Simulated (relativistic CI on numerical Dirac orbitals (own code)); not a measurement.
Calculated levels, Cr¹³⁺

Calculated at this level of theory: Dirac-Coulomb-Breit CI, separate exchange-only KLI orbitals for each configuration, model QED, unscaled Slater integrals (own radial code, finite nucleus).

Configuration list (outside the closed core [Ne]): 3s, 3p, 3d, 4s, 4p, 4d, 4f, 5s, 5p, 5d, 5f, 5g, 6s, 6p, 6d. Levels of other configurations are missing.

The lowest level is 3s ²S1/2, with 100 % of that term; Hund's rules for 3s give ²S with J = 1/2, in agreement.

| No. | Configuration | Term | J | E (eV) | % | Next component (%) | Lifetime (s) |
| --- | --- | --- | --- | --- | --- | --- | --- |
| 1 | 3s | ²S | 1/2 | 0.000 | 100 |  |  |
| 2 | 3p | ²P° | 1/2 | 30.155 | 100 |  | 1.85e-10 |
| 3 | 3p | ²P° | 3/2 | 31.859 | 100 |  | 1.56e-10 |
| 4 | 3d | ²D | 3/2 | 73.004 | 100 |  | 6.49e-11 |
| 5 | 3d | ²D | 5/2 | 73.203 | 100 |  | 7.06e-11 |
| 6 | 4s | ²S | 1/2 | 182.925 | 100 |  | 5.03e-12 |
| 7 | 4p | ²P° | 1/2 | 194.777 | 100 |  | 6.35e-12 |
| 8 | 4p | ²P° | 3/2 | 195.434 | 100 |  | 6.66e-12 |
| 9 | 4d | ²D | 3/2 | 210.458 | 100 |  | 4.38e-12 |
| 10 | 4d | ²D | 5/2 | 210.550 | 100 |  | 4.34e-12 |
| 11 | 4f | ²F° | 5/2 | 216.442 | 100 |  | 1.70e-12 |
| 12 | 4f | ²F° | 7/2 | 216.477 | 100 |  | 1.70e-12 |
| 13 | 5s | ²S | 1/2 | 260.143 | 100 |  | 6.45e-12 |
| 14 | 5p | ²P° | 1/2 | 265.959 | 100 |  | 7.67e-12 |
| 15 | 5p | ²P° | 3/2 | 266.282 | 100 |  | 8.00e-12 |
| 16 | 5d | ²D | 3/2 | 273.509 | 100 |  | 5.43e-12 |
| 17 | 5d | ²D | 5/2 | 273.559 | 100 |  | 5.40e-12 |
| 18 | 5f | ²F° | 5/2 | 276.550 | 100 |  | 3.10e-12 |
| 19 | 5f | ²F° | 7/2 | 276.568 | 100 |  | 3.11e-12 |
| 20 | 5g | ²G | 7/2 | 276.797 | 100 |  | 6.08e-12 |
| 21 | 5g | ²G | 9/2 | 276.808 | 100 |  | 6.08e-12 |
| 22 | 6s | ²S | 1/2 | 299.991 | 100 |  | 9.07e-12 |
| 23 | 6p | ²P° | 1/2 | 303.263 | 100 |  | 1.04e-11 |
| 24 | 6p | ²P° | 3/2 | 303.445 | 100 |  | 1.08e-11 |
| 25 | 6d | ²D | 3/2 | 307.484 | 100 |  | 7.52e-12 |
| 26 | 6d | ²D | 5/2 | 307.514 | 100 |  | 7.51e-12 |

Energies count from the lowest computed level; ° marks odd parity; lifetimes are radiative, by E1, M1, E2, M2 decay to levels of this space only.

The mean weight of the leading LS term, summed over parents, in these 26 levels is 100 %, and that of the leading jj configuration (from the same eigenvectors) 100 %.

At this charge energies of transitions that change n are usually good to better than 1 %, and those within a shell (Δn = 0) to a few per cent.
